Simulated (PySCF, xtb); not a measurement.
MIBK (C6H12O), SMILES C(C)(C)CC(=O)C.

The structure is a stationary point at B3LYP-D3(BJ)/def2-SVP. One conformer was computed; it need not be the lowest.

The numbers are results of PySCF with C-PCM-M06-2X/def2-SVP, not measurements.

The values are the electrostatic part of the solvation free energy, E(continuum) − E(gas) at the gas-phase geometry, in a cavity of scaled van der Waals radii (PySCF's table); cavitation and dispersion terms are not included. In vacuum the orbital gap is 9.52 eV. The dipole moment in vacuum is 2.56 D.

Computed values in water (ε = 78.36), dimethylsulfoxide (ε = 46.83), toluene (ε = 2.37):
| solvent | ε | ΔG(elec) (kcal/mol) | dipole (D) | gap (eV) |
|---|---|---|---|---|
| water | 78.36 | -4.6 | 3.58 | 9.60 |
| dimethylsulfoxide | 46.83 | -4.5 | 3.56 | 9.60 |
| toluene | 2.37 | -2.5 | 3.07 | 9.57 |

For comparison, GFN2-xTB/ALPB(water) (xtb, at the GFN2-xTB geometry, all terms of that model) gives -3.3 kcal/mol.
